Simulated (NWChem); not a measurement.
The numbers come from NWChem runs, not from measurements. System: AgCl, charge 1, spin multiplicity 2, at the geometry of a parent with another charge or spin, in a state set for the comparison that need not be this species' ground state. Its SCF solution wasn't tested for a lower state. Level: UPBE/def2-QZVP with def2 effective core potentials on Ag.

Output (cleaned and shortened):

```
             Northwest Computational Chemistry Package (NWChem) 7.3.0
             --------------------------------------------------------

                                NWChem Input Module
                                -------------------

 Scaling coordinates for geometry "geometry" by  1.889725989
 (inverse scale =  0.529177249)

 Turning off AUTOSYM since
 SYMMETRY directive was detected!

                             Geometry "geometry" -> ""
                             -------------------------

 Output coordinates in angstroms (scale by  1.889725989 to convert to a.u.)

  No.       Tag          Charge          X              Y              Z
 ---- ---------------- ---------- -------------- -------------- --------------
    1 Ag                  47.0000     0.00000000     0.00000000    -0.61116100
    2 Cl                  17.0000     0.00000000     0.00000000     1.68967900

 Effective nuclear repulsion energy (a.u.)     183.7644607842

            Nuclear Dipole moment (a.u.)
            ----------------------------
        X                 Y               Z
 ---------------- ---------------- ----------------
     0.0000000000     0.0000000000    -0.0000453534

      Symmetry information
      --------------------

 Group name             C2v
 Group number             16
 Group order               4
 No. of unique centers     2

      Symmetry unique atoms

     1    2


 Summary of "ao basis" -> "" (spherical)
 ------------------------------------------------------------------------------
       Tag                 Description            Shells   Functions and Types
 ---------------- ------------------------------  ------  ---------------------
 *                         def2-qzvp                  on all atoms

 Summary of "ao basis" -> "ao basis" (spherical)
 ------------------------------------------------------------------------------
       Tag                 Description            Shells   Functions and Types
 ---------------- ------------------------------  ------  ---------------------
 Ag                        def2-qzvp                20       72   7s5p4d3f1g
 Cl                        def2-qzvp                22       70   9s6p4d2f1g

 Summary of "ao basis" -> "ao basis" (spherical)
 ------------------------------------------------------------------------------
       Tag                 Description            Shells   Functions and Types
 ---------------- ------------------------------  ------  ---------------------
[...]
 overlap   0.999  0.917  0.998  1.000  1.000  0.917  0.998  0.999  1.000  0.999

   alpha     21     22     23     24     25     26     27     28     29     30
    beta     21     22     23     25     24     26     27     28     29     31
 overlap   1.000  1.000  0.997  0.996  1.000  0.996  0.793  0.984  0.776  0.995

   alpha     31     32     33     34     35     36     37     38     39     40
    beta     33     30     32     34     35     36     37     39     38     40
 overlap   0.992  0.999  0.999  0.969  0.984  0.959  0.996  0.992  1.000  0.999

   alpha     41     42     43     44     45     46     47     48     49     50
    beta     41     42     43     44     45     46     47     48     53     50
 overlap   0.995  1.000  0.999  0.998  0.993  1.000  0.988  0.983  0.859  0.777

   alpha     51     52     53     54     55     56     57     58     59     60
    beta     49     51     52     55     54     57     58     59     56     60
 overlap   0.965  0.820  0.969  0.878  0.970  0.970  0.974  0.951  0.997  0.974

   alpha     61     62     63     64     65     66     67     68     69     70
    beta     61     63     62     65     64     68     67     66     70     69
 overlap   0.985  0.993  1.000  0.996  0.997  0.858  1.000  0.861  1.000  1.000

   alpha     71     72     73     74     75     76     77     78     79     80
    beta     71     72     73     74     75     76     79     80     78     77
 overlap   0.998  0.998  1.000  1.000  1.000  0.999  1.000  0.999  1.000  1.000

   alpha     81     82     83     84     85     86     87     88     89     90
    beta     81     82     84     83     85     86     87     88     93     94
 overlap   1.000  1.000  0.995  0.999  0.999  1.000  0.996  0.938  0.996  0.910

   alpha     91     92     93     94     95     96     97     98     99    100
    beta     90     89     91     92     96     95     98     97    100     99
 overlap   0.982  0.993  0.996  0.902  0.982  0.993  0.945  0.998  0.937  0.929

   alpha    101    102    103    104    105    106    107    108    109    110
    beta    104    105    101    103    102    108    107    106    110    109
 overlap   0.754  0.977  0.756  0.958  0.997  0.792  0.998  0.814  0.998  0.999

   alpha    111    112    113    114    115    116    117    118    119    120
    beta    111    112    113    114    118    115    116    117    119    120
 overlap   1.000  1.000  1.000  1.000  0.711  0.714  0.712  0.714  1.000  1.000

   alpha    121    122    123    124    125    126    127    128    129    130
    beta    121    122    123    124    126    125    127    128    129    131
 overlap   1.000  1.000  1.000  1.000  1.000  1.000  1.000  1.000  1.000  0.998

   alpha    131    132    133    134    135    136    137    138    139    140
    beta    130    132    133    134    135    136    137    138    139    140
 overlap   1.000  1.000  1.000  0.998  1.000  1.000  1.000  1.000  1.000  1.000

   alpha    141    142
    beta    141    142
 overlap   1.000  1.000

     --------------------------
     Expectation value of S2:
     --------------------------
      <S2> =      0.7532 (Exact =     0.7500)

 center of mass
 --------------
 x =   0.00000000 y =   0.00000000 z =  -0.08324966

 moments of inertia (a.u.)
 ------------------
         498.135637850487           0.000000000000           0.000000000000
           0.000000000000         498.135637850487           0.000000000000
           0.000000000000           0.000000000000           0.000000000000

     Multipole analysis of the density
     ---------------------------------

     L   x y z        total         alpha         beta         nuclear
     -   - - -        -----         -----         ----         -------
     0   0 0 0      1.000000    -18.000000    -17.000000     36.000000

     1   1 0 0     -0.000000     -0.000000     -0.000000      0.000000
     1   0 1 0     -0.000000     -0.000000      0.000000      0.000000
     1   0 0 1     -0.504338    -17.645143    -15.197101     32.337906

     2   2 0 0    -20.904658    -10.684593    -10.220065      0.000000
     2   1 1 0      0.000000     -0.000000      0.000000      0.000000
     2   1 0 1      0.000000     -0.000000      0.000000      0.000000
     2   0 2 0    -19.646165    -10.834018     -8.812147      0.000000
     2   0 1 1     -0.000000     -0.000000      0.000000      0.000000
     2   0 0 2    -14.399956   -111.372397   -101.693346    198.665788

 Task  times  cpu:       16.1s     wall:       16.1s

 Total times  cpu:       16.2s     wall:       16.2s
```

### Question
Write an NWChem input that would produce this output.

### Answer
This is not unique; one that fits is 
```
start mol
memory heap 200 mb stack 900 mb global 1100 mb
charge 1
geometry units angstroms nocenter noautoz
  Ag     0.000000     0.000000    -0.611161
  Cl     0.000000     0.000000     1.689679
  symmetry group C2v
end
basis spherical
  * library def2-qzvp
end
ecp
  Ag library def2-ecp
end
dft
  xc xpbe96 cpbe96
  odft
  mult 2
  semidirect memsize 60000000 filesize 0
  iterations 100
end
task dft energy
```
